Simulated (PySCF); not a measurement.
Geometries of 2 isomers of C2H9BO2Si, from PySCF 2.14.0, PBE0-D3(BJ)/def2-SVP geometry optimisation, gas phase. One conformer each, no zero-point energy, no frequencies.

Question: Which is lower in electronic energy at this level?
A.
```xyz
15
angstrom
B     -1.106    2.194   -0.288
Si    -0.023    0.587    0.247
O      1.524    0.763   -0.316
C      2.509   -0.231   -0.214
O     -0.600   -0.838   -0.407
C     -1.709   -1.542    0.066
H     -2.309    2.117   -0.393
H     -0.601    3.277   -0.466
H     -0.035    0.426    1.749
H      2.773   -0.438    0.840
H      3.416    0.117   -0.730
H      2.183   -1.177   -0.679
H     -1.778   -2.503   -0.467
H     -2.656   -0.996   -0.103
H     -1.636   -1.760    1.149
```
B.
```xyz
15
angstrom
B      2.685   -0.016   -0.101
C      1.495    0.950   -0.350
O      0.319    0.480   -0.955
Si    -0.398   -0.993   -0.682
O     -2.035   -0.789   -0.735
C     -2.742    0.132    0.050
H      2.685   -1.158   -0.501
H      3.659    0.418    0.469
H      1.267    1.519    0.576
H      1.943    1.732   -1.007
H     -0.096   -1.985   -1.743
H      0.054   -1.470    0.667
H     -2.649   -0.089    1.130
H     -3.808    0.079   -0.215
H     -2.393    1.165   -0.120
```

Answer: B. That is `BCO[SiH2]OC`, 7.2 kcal/mol below the other.

| SMILES | atoms numbered as above | E (Eh) | relative (kcal/mol) | relative (kJ/mol) | dipole (D) |
| --- | --- | --- | --- | --- | --- |
| BCO[SiH2]OC | [BH2:1][CH2:2][O:3][SiH2:4][O:5][CH3:6] | -545.74264 | 0.0 | 0.0 | 1.86 |
| B[SiH](OC)OC | [BH2:1][SiH:2]([O:3][CH3:4])[O:5][CH3:6] | -545.73110 | 7.2 | 30.3 | 1.32 |
